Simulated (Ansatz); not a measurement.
```yaml
crystal:
  periodic: [false, false, false]
  atoms:
    - {symbol: N, position_ang: [-1.186336, -1.031563, 0.983258]}
    - {symbol: C, position_ang: [0.098411, -1.274033, 0.462771]}
    - {symbol: O, position_ang: [0.667267, -0.234158, -0.373552]}
    - {symbol: C, position_ang: [0.943752, 1.101917, 0.215876]}
    - {symbol: Al, position_ang: [0.049155, 1.191204, -1.514562]}
    - {symbol: H, position_ang: [-1.216533, -0.298442, 1.676391]}
    - {symbol: H, position_ang: [-1.881312, -0.859743, 0.269627]}
    - {symbol: H, position_ang: [0.082012, -2.148031, -0.189791]}
    - {symbol: H, position_ang: [0.807971, -1.432539, 1.277919]}
    - {symbol: H, position_ang: [0.341211, 1.248506, 1.113710]}
    - {symbol: H, position_ang: [2.007232, 1.174310, 0.434134]}
    - {symbol: H, position_ang: [0.847296, 1.246128, -2.882276]}
    - {symbol: H, position_ang: [-1.539925, 1.281745, -1.458504]}
basis:
  gaussian: {orbitals: x2c-TZVPPall, final_grid: {core_spheres: 1, valence_spheres: 1, degree: 1}}
hamiltonian: {xc: {name: r2SCAN}}
output: {forces: true}
```

```sh
$ ansatz run in.yaml --threads 4 --pin off --events-out ev --progress --plain --max-ram 10444MiB
```

Output, abridged:

```
Functional definition: r2SCAN
1405 factors; their error is unknown
mean field evaluation 1: about -12340.2374 eV, gradient 7.2e1 eV
mean field evaluation 2: about -12323.7859 eV, gradient 1.1e2 eV
mean field evaluation 4: about -12350.9967 eV, gradient 1.1e1 eV
mean field evaluation 16: about -12482.3517 eV, gradient 2.3e1 eV
mean field evaluation 32: about -12543.2076 eV, gradient 2.4e-5 eV
a density is far from that of the atoms, so the factors are made again for it
2611 factors; integrals over basis functions are off by at most 3.1e-4 eV
mean field -12543.12304989 eV, -460.9512700494 hartree, gradient 2.0e-5 eV, S^2 0.000000; 0 other end points of the search recorded, 0 dependent functions left out
reference -12543.12309417 eV, -460.9512716766 hartree; 24, 24 occupied and 254, 254 virtual orbitals, 2611 factors
Total energy: -12543.12309417 eV, -460.9512716766 hartree
Relativity: scalar
Atom 0 at    -1.186336    -1.031563     0.983258 Å, force     8.544875    69.951769   -57.820681 eV/Å
Atom 1 at     0.098411    -1.274033     0.462771 Å, force    76.634639    92.336331   -36.408753 eV/Å
Atom 2 at     0.667267    -0.234158    -0.373552 Å, force   -55.412016   -60.513743    99.641632 eV/Å
Atom 3 at     0.943752     1.101917     0.215876 Å, force   -28.827197   -49.455781     6.784463 eV/Å
Atom 4 at     0.049155     1.191204    -1.514562 Å, force    -9.097300    12.715738     8.032808 eV/Å
Atom 5 at    -1.216533    -0.298442     1.676391 Å, force    -4.192571   -12.018599   -17.166904 eV/Å
Atom 6 at    -1.881312    -0.859743     0.269627 Å, force     2.990299   -23.027420    21.329466 eV/Å
Atom 7 at     0.082012    -2.148031    -0.189791 Å, force    -1.257025    -9.234640    -1.657809 eV/Å
Atom 8 at     0.807971    -1.432539     1.277919 Å, force     4.957036     0.967405     2.774609 eV/Å
Atom 9 at     0.341211     1.248506     1.113710 Å, force    39.040122   -22.060364   -38.934482 eV/Å
Atom 10 at     2.007232     1.174310     0.434134 Å, force   -32.897406    -3.699743     9.322378 eV/Å
Atom 11 at     0.847296     1.246128    -2.882276 Å, force    -3.229556    -3.626907    -5.569478 eV/Å
Atom 12 at    -1.539925     1.281745    -1.458504 Å, force     2.746098     7.665954     9.672751 eV/Å
Dipole moment:    -2.026686    -1.337783    -0.098742 e Å
```

(1) Something in this input is off. What?

## Answers

(1) The integration grid is far too coarse. The run converged. The result belongs to that input, not to the molecule as meant.
